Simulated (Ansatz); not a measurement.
Calculated with Ansatz (gas phase, PBE0-D4/def2-TZVP geometries, no zero-point term in ΔE). CCSD(T)/CBS adds triple-zeta CCSD(T) − MP2 to the extrapolated MP2 energy (def2 sets, frozen cores). This one scheme is used for every species. DFT in def2-TZVPP. For Ge outer-core shells are correlated without core-valence functions, which leaves a few kJ/mol of doubt a bond. Scalar relativity is left out up to krypton. Each species was taken in one conformer, which may not be the lowest.

`CC[O][Ge]([F])([O]CC)[O]CC` + HCl → `CC[O][Ge]([Cl])([O]CC)[O]CC` + H–F  (ligand exchange at a Ge–F bond)

```tsv
level	ΔE (kJ/mol)
r2SCANh-D4	-10.4
ωB97X-V	-7.5
ωB97M-V	-10.6
PBE0	-12.7
r2SCANh	-8.7
MP2/def2-TZVPP	-17.2
CCSD(T)/def2-TZVPP	-10.3
CCSD/CBS(def2)	-11.8
```

(1) What does CCSD(T)/CBS give? (An estimate is asked.)

Largest T1 diagnostic among the species: 0.012.

Results:

(1) Ansatz gave: -14.4 kJ/mol. The listed levels differ from it by 4.0, 6.9, 3.8, 1.7, 5.7, -2.8, 4.1, 2.6 kJ/mol.

In def2-TZVPP, CCSD(T) changes the Hartree–Fock value by −11.5 kJ/mol (the triples alone add −2.6 kJ/mol) and MP2 by −18.4 kJ/mol. At CCSD(T), def2-SVP lies +14.0 kJ/mol from the extrapolated value and def2-TZVPP +4.1 kJ/mol. Leaving LDA and LC-ωPBE aside and taking each functional with its dispersion term where it has one, the values, not all of them listed here, spread over 12.4 kJ/mol, from revPBE-D4 to CAM-B3LYP-D4. LDA lies −3.4 kJ/mol from PBE without D4.
